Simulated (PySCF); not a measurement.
PySCF input for CdFHSe, SMILES [SeH][Cd][F], TDDFT-CAM-B3LYP/def2-SVPD. Coordinates come from a B3LYP-D3(BJ)/def2-TZVP optimisation. The def2 effective core potentials stand for the cores of Cd; spin–orbit coupling is left out. The values are those of a single conformer.

```python
import numpy as np
from pyscf import gto, scf, dft, tdscf

mol = gto.M(
    atom='''
    Cd   -0.00115800    0.74199552   -0.00000000
    F     0.00543492    2.69923968    0.00000000
    Se   -0.04187478   -1.71009845    0.00000000
    H     1.43041203   -1.76559473    0.00000000
    ''',
    basis='def2-SVPD',
    ecp={'Cd': 'def2-svp'},
    charge=0,
    spin=0,
    symmetry=True,
    max_memory=1600,
    verbose=4,
)
mf = dft.RKS(mol, xc='cam-b3lyp').density_fit(auxbasis='def2-universal-jkfit')
mf.grids.level = 3
mf.conv_tol = 1e-9
mf.max_cycle = 100
mf.kernel()
mf.grids = dft.Grids(mol).set(level=1).build(with_non0tab=True)  # coarser grid for the response kernel
td = tdscf.TDDFT(mf)
td.singlet = True
td.nstates = 10
td.conv_tol = 1e-4
td.kernel(x0=td.get_init_guess(mf, 15))
td.analyze()
tt = tdscf.TDA(mf)
tt.singlet = False
tt.nstates = 4
tt.conv_tol = 1e-4
tt.kernel(x0=tt.get_init_guess(mf, 9))
tt.analyze(verbose=3)
```

Output:

```
PySCF version 2.14.0

[INPUT] verbose = 4
[INPUT] num. atoms = 4
[INPUT] num. electrons = 64
[INPUT] charge = 0
[INPUT] spin (= nelec alpha-beta = 2S) = 0
[INPUT] symmetry True subgroup None
[INPUT] Mole.unit = angstrom
[INPUT] Symbol           X                Y                Z      unit          X                Y                Z       unit  Magmom
[INPUT]  1 Cd    -0.001158000000   0.741995520000   0.000000000000 AA   -0.002188302852   1.402168318454   0.000000000000 Bohr   0.0
[INPUT]  2 F      0.005434920000   2.699239680000   0.000000000000 AA    0.010270510309   5.100823739759   0.000000000000 Bohr   0.0
[INPUT]  3 Se    -0.041874780000  -1.710098450000   0.000000000000 AA   -0.079131865726  -3.231617716543   0.000000000000 Bohr   0.0
[INPUT]  4 H      1.430412030000  -1.765594730000   0.000000000000 AA    2.703086981983  -3.336490486675   0.000000000000 Bohr   0.0

nuclear repulsion = 249.00923233208
point group symmetry = Cs
symmetry origin: [-4.31350529e-09  1.02702502e-09  0.00000000e+00]
symmetry axis x: [ 1.00000000e+00 -1.14977759e-09  0.00000000e+00]
symmetry axis y: [1.14977759e-09 1.00000000e+00 0.00000000e+00]
symmetry axis z: [0. 0. 1.]
num. orbitals of irrep A' = 73
num. orbitals of irrep A" = 33
number of shells = 40
number of NR pGTOs = 186
number of NR cGTOs = 106
basis = def2-SVPD
ecp = {'Cd': 'def2-svp'}


[settings echo left out]
init E= -2654.35688979057
HOMO (A") = -0.623426388724677  LUMO (A') = -0.586104376624192  gap/eV = 1.01558
cycle= 1 E= -2668.3391614332  delta_E=  -14  |g|= 2.03  |ddm|= 5.12
HOMO (A") = 0.00562920017876722  LUMO (A') = 0.0171035026013016  gap/eV = 0.31223
cycle= 2 E= -2640.87405193896  delta_E= 27.5  |g|= 8.68  |ddm|= 13.6
HOMO (A") = -0.356920879721314  LUMO (A') = -0.125148407205835  gap/eV = 6.30685
cycle= 3 E= -2669.40236196816  delta_E= -28.5  |g|= 0.64  |ddm|= 12.7
HOMO (A") = -0.297824880813589  LUMO (A') = -0.0366750098976258  gap/eV = 7.10625
cycle= 4 E= -2669.41271934695  delta_E= -0.0104  |g|= 0.672  |ddm|= 1.21
HOMO (A") = -0.310185489036539  LUMO (A') = -0.035052273701184  gap/eV = 7.48676
cycle= 5 E= -2669.48553736344  delta_E= -0.0728  |g|= 0.0629  |ddm|= 0.406
HOMO (A") = -0.320948054682864  LUMO (A') = -0.0453624414668988  gap/eV = 7.49907
cycle= 6 E= -2669.48623233749  delta_E= -0.000695  |g|= 0.0348  |ddm|= 0.0992
HOMO (A") = -0.317855374739583  LUMO (A') = -0.045812216893387  gap/eV = 7.40267
cycle= 7 E= -2669.4864458738  delta_E= -0.000214  |g|= 0.00487  |ddm|= 0.0371
HOMO (A") = -0.317397819739178  LUMO (A') = -0.0458551782369447  gap/eV = 7.38905
cycle= 8 E= -2669.48645710471  delta_E= -1.12e-05  |g|= 0.00148  |ddm|= 0.0134
HOMO (A") = -0.317714180019498  LUMO (A') = -0.0458818654191773  gap/eV = 7.39693
cycle= 9 E= -2669.48645791303  delta_E= -8.08e-07  |g|= 0.000342  |ddm|= 0.00316
HOMO (A") = -0.31771678430085  LUMO (A') = -0.0458816785770089  gap/eV = 7.39701
cycle= 10 E= -2669.48645799213  delta_E= -7.91e-08  |g|= 0.000145  |ddm|= 0.00107
HOMO (A") = -0.317689238919924  LUMO (A') = -0.0458780812288503  gap/eV = 7.39636
cycle= 11 E= -2669.48645800033  delta_E= -8.19e-09  |g|= 3.09e-05  |ddm|= 0.000283
HOMO (A") = -0.317690754546957  LUMO (A') = -0.0458811062041624  gap/eV = 7.39632
cycle= 12 E= -2669.48645800106  delta_E= -7.35e-10  |g|= 7.63e-06  |ddm|= 8.46e-05
HOMO (A") = -0.317690153939491  LUMO (A') = -0.045880620529762  gap/eV = 7.39631
Extra cycle  E= -2669.48645800109  delta_E= -2.77e-11  |g|= 7.64e-06  |ddm|= 1.66e-05
converged SCF energy = -2669.48645800109
tot grids = 23312


******** <class 'pyscf.tdscf.rks.TDDFT'> for <class 'pyscf.df.df_jk.DFSymAdaptedRKS'> ********
nstates = 10 singlet
deg_eia_thresh = 1.000e-03
wfnsym = None
conv_tol = 0.0001
eigh lindep = 1e-12
eigh level_shift = 0
eigh max_cycle = 100


Excitation energies (eV)
[4.04450337 5.2663243  5.77637372 5.7983022  6.4853505  6.52851761
 6.73730328 7.15837178 7.31435948 7.49304981]

** Singlet excitation energies and oscillator strengths **
Excited State   1:   A"      4.04450 eV    306.55 nm  f=0.0199
      32 -> 33       -0.69880
Excited State   2:   A"      5.26632 eV    235.43 nm  f=0.0032
      32 -> 34        0.62713
      32 -> 36       -0.30244
Excited State   3:   A'      5.77637 eV    214.64 nm  f=0.0279
      31 -> 33        0.42351
      32 -> 35       -0.55759
Excited State   4:   A"      5.79830 eV    213.83 nm  f=0.0107
      32 -> 34       -0.31200
      32 -> 36       -0.60933
      32 -> 37        0.12650
Excited State   5:   A'      6.48535 eV    191.18 nm  f=0.0111
      30 -> 33       -0.68376
Excited State   6:   A"      6.52852 eV    189.91 nm  f=0.0174
      29 -> 33       -0.68782
Excited State   7:   A'      6.73730 eV    184.03 nm  f=0.4296
      31 -> 33       -0.44615
      31 -> 34        0.33703
      31 -> 36       -0.22843
      32 -> 35       -0.33377
Excited State   8:   A'      7.15837 eV    173.20 nm  f=0.2898
      31 -> 33       -0.26664
      31 -> 34       -0.58586
      32 -> 35       -0.20655
Excited State   9:   A"      7.31436 eV    169.51 nm  f=0.0079
      31 -> 35       -0.22123
      32 -> 36        0.16271
      32 -> 37        0.61318
      32 -> 40        0.14578
Excited State  10:   A"      7.49305 eV    165.47 nm  f=0.0425
      31 -> 35       -0.63508
      32 -> 37       -0.23839
      32 -> 40        0.13563

** Transition electric dipole moments (AU) **
state          X           Y           Z        Dip. S.      Osc.
  1        -0.0000      0.0000     -0.4482      0.2008      0.0199
  2         0.0000      0.0000     -0.1569      0.0246      0.0032
  3         0.0565      0.4401      0.0000      0.1968      0.0279
  4         0.0000      0.0000     -0.2744      0.0753      0.0107
  5         0.2165     -0.1523      0.0000      0.0701      0.0111
  6        -0.0000     -0.0000      0.3297      0.1087      0.0174
  7         0.0605     -1.6121     -0.0000      2.6026      0.4296
  8        -0.4529     -1.2031     -0.0000      1.6524      0.2898
  9         0.0000      0.0000      0.2105      0.0443      0.0079
 10         0.0000      0.0000     -0.4813      0.2317      0.0425

WARN: ECP detected. Skipping calculation of transition velocity and magnetic dipole moments, which have not yet been implemented.



******** <class 'pyscf.tdscf.rks.TDA'> for <class 'pyscf.df.df_jk.DFSymAdaptedRKS'> ********
nstates = 4 triplet
deg_eia_thresh = 1.000e-03
wfnsym = None
conv_tol = 0.0001
eigh lindep = 1e-12
eigh level_shift = 0
eigh max_cycle = 100


Excitation energies (eV)
[3.67033219 4.93380873 4.93892108 5.58259622]

** Triplet excitation energies and oscillator strengths **
Excited State   1:   A"      3.67033 eV    337.80 nm  f=0.0000
Excited State   2:   A"      4.93381 eV    251.30 nm  f=0.0000
Excited State   3:   A'      4.93892 eV    251.03 nm  f=0.0000
Excited State   4:   A"      5.58260 eV    222.09 nm  f=0.0000
```

Self-consistency was reached.

Cost: about 100 core-seconds (a rough figure).
